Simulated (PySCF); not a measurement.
One entry of a table of gas-phase calculations, keyed by method. Lists by class give the value and the number of equivalent atoms.

```json
{
 "name": "(MgSe)2 ring",
 "formula": "Mg2Se2",
 "charge": 0,
 "multiplicity": 1,
 "geometry_level": "PBE0-D3(BJ)/def2-SVP",
 "atoms_angstrom": [
  ["Mg", 0.462, 0.41, -1.209],
  ["Se", -1.555, 1.331, -0.144],
  ["Mg", -0.462, -0.41, 1.209],
  ["Se", 1.555, -1.33, 0.144]
 ],
 "electronic_structure_code": "PySCF",
 "results": {
  "PBE0-D3(BJ)/def2-SVP geometry optimisation, gas phase": {
   "point_group": "D2h",
   "rotational_constants_GHz": [5.721, 0.751, 0.664]
  },
  "wB97X-D/def2-SVPD ground state and vertical TDDFT (core frozen in the response)": {
   "dipole_D": 0.0,
   "homo_eV": -7.62,
   "lumo_eV": -1.21,
   "S1_eV": 2.47,
   "strongest_line_of_10_singlets_eV": 4.4,
   "T1_tda_eV": 2.4,
   "polarisability_au": 121.1,
   "r2_bohr2_about_centre_of_nuclear_charge": 1310.2,
   "singlets_eV_and_f": [
    [2.47, 0.0],
    [3.14, 0.046],
    [3.24, 0.035],
    [3.32, 0.0],
    [3.43, 0.0],
    [3.96, 0.0],
    [3.97, 0.0],
    [4.4, 0.347],
    [4.47, 0.009],
    [4.89, 0.0]
   ],
   "triplets_tda_eV": [2.4, 2.94, 3.04, 3.2]
  },
  "KT2/pcSseg-1 ground state and GIAO shieldings, non-relativistic": {
   "shielding_other_nuclei_by_class_ppm": [
    ["Mg", 444.5, 2],
    ["Se", 2092.2, 2]
   ]
  },
  "delta-SCF UKS SCAN, pcX-2 on the ionised atom, pcseg-1 elsewhere, spin-free X2C": {
   "core_binding_eV": [
    ["Mg1s", 1311.27, 2]
   ]
  }
 }
}
```

3 of the 10 computed singlets lie in the visible range (750 to 380 nm, 1.65 to 3.26 eV), with an oscillator strength of 0.081 in sum. Point group D2h forbids a permanent dipole, so the rigid molecule has no electric-dipole pure rotational spectrum.

 The calculation (core ionisation apart) is non-relativistic and has no spin–orbit coupling, an omission that weighs most on selenium. Atoms bound to Se lack the heavy atom's spin–orbit term in their shielding, so their NMR values are less reliable.
